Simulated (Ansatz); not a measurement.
Isolated molecules relaxed with PBE0-D4/def2-TZVP in Ansatz; ΔE leaves out vibrations. CCSD(T)/CBS adds triple-zeta CCSD(T) − MP2 to the extrapolated MP2 energy (def2 sets, frozen cores). DFT in def2-TZVPP. Elements past krypton have def2 core potentials. For Sn outer-core shells are correlated without core-valence functions, which leaves a few kJ/mol of doubt a bond. One conformer a species, not always the lowest.

`[OH][Sn]([F])([F])[SiH3]` + `OCS` → `[SiH3]OCS` + `[OH][SnH]([F])[F]`  (cleavage of the Si–Sn bond)

| level | ΔE (eV) |
| --- | --- |
| r2SCAN | -0.42 |
| PBE0 | -0.33 |
| r2SCAN0 | -0.44 |
| CCSD(T)/def2-SVP | -0.44 |

Q: What does CCSD(T)/CBS give? (Estimate.)

A: The calculation gave: -0.44 eV. The listed levels differ from it by 0.02, 0.11, 0.00, 0.00 eV.

Q: What do rigid-rotor, harmonic-oscillator terms from PBE0-D4/def2-TZVP frequencies (298.15 K, 1 bar) make of the CCSD(T)/CBS value? (An estimate is asked.)

A: The calculation gave: ΔZPE = -0.06 eV, ΔH = -0.53 eV, ΔS = -8 J/(mol·K), ΔG = -0.50 eV. Modes under 50 cm⁻¹ make the entropy rough.

Largest T1 diagnostic among the species: 0.015.

From PBE to PBE0 (25 % exact exchange), in def2-TZVPP and without D4, ΔE moves by −0.07 eV. In def2-TZVPP, CCSD(T) changes the Hartree–Fock value by +0.17 eV (the triples alone add +0.02 eV) and MP2 by +0.15 eV.
